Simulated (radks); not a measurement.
Results of a calculation; reference values are marked as such.
Ionisation of the lutetium ion Lu65+, [He] 2s2 2p2, to Lu66+, [He] 2s2 2p1, under several functionals. Scalar-relativistic Kohn-Sham, spin-polarised, spherical densities, finite nucleus; open shells are filled with parallel spins first (spin-orbit coupling, left out, can overturn this in heavy ions); a radial shooting solver on a logarithmic mesh with Libxc functionals.

| functional | E(Lu65+) (hartree) | Exc (hartree) | IE (eV) | -e(HOMO) (eV) | <r> HOMO (bohr) | IE error (eV) |
|---|---|---|---|---|---|---|
| OLYP | -7875.4189 | -85.9536 | 15948.1 | 15793.8 | 0.06961 | -781.9 |
| HCTH/407 | -7873.6987 | -84.2399 | 15953.1 | 15799.4 | 0.06959 | -776.9 |
| LDA (Slater exchange, VWN5 correlation) | -7867.1300 | -77.6542 | 15936.0 | 15779.8 | 0.06963 | -794.0 |
| exchange-only B88 | -7875.4167 | -85.9320 | 15943.1 | 15786.9 | 0.06961 | -786.9 |
| BP86 | -7876.0053 | -86.5207 | 15944.7 | 15788.3 | 0.06961 | -785.3 |

NIST Atomic Spectra Database: 16730 eV (theoretical). Closest: HCTH/407. The Delta-SCF values span 17.13 eV, the total energies 8.88 hartree. The highest occupied level is 2p. Open shells are spherical and high-spin; term and fine-structure splittings are not resolved. Spin-orbit splitting is averaged out at the scalar-relativistic level.
